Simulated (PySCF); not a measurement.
Species: C5H3NOS.
Atom-mapped SMILES: `[N:1]#[C:2][S:3][c:4]1[cH:5][cH:6][cH:7][o:8]1` (hydrogens: H9 on C5; H10 on C6; H11 on C7)

Computed at PBE0/pcSseg-2 (PySCF, non-relativistic), with Q(14N) = 0.02044 b, Q(33S) = −0.0678 b, Q(17O) = −0.0256 b: N1, 14N (I = 1): χzz = -4.541 MHz, η = 0.443; S3, 33S (I = 3/2): χzz = 47.39 MHz, η = 0.756; O8, 17O (I = 5/2): χzz = -8.521 MHz, η = 0.027.

Problem. Where would the pure quadrupole (NQR) lines of 14N at N1 fall for the rigid, isolated species?

Solution. From ν± = (3/4)|χ|(1 ± η/3) and ν0 = |χ|η/2: ν+ 3.909 MHz, ν− 2.903 MHz, ν0 1.006 MHz (cyano nitrogen).

Problem. Where would the pure quadrupole (NQR) lines of 33S at S3 fall for the rigid, isolated species?

Solution. From ν = (|χ|/2)√(1 + η²/3): ν = 25.85 MHz (sulfur bonded to 2 C).

Problem. Where would the pure quadrupole (NQR) lines of 17O at O8 fall for the rigid, isolated species?

Solution. From the eigenvalues of H = χ/[4I(2I − 1)] × [3Iz² − I(I + 1) + η(Ix² − Iy²)], steps between neighbouring levels, labelled as for η = 0: ±1/2↔±3/2 1.279 MHz, ±3/2↔±5/2 2.556 MHz (furan-type oxygen).

In a crystal, neighbours and librations shift these lines. The structure is a single PBE0-D3(BJ)/def2-TZVP conformer in the gas phase; no vibrational or solvent corrections.

The run behind these numbers computed NMR shieldings as well. On one thread of an Arm Neoverse V1, no GPU, shared host with 32 logical CPUs at a one-minute load of 8.6, this took 55 s of wall time and 1.4 GiB of memory at its peak.

Conformer computed: `[N:1]#[C:2][S:3][c:4]1[cH:5][cH:6][cH:7][o:8]1`: C2–S3–C4–C5 102°.
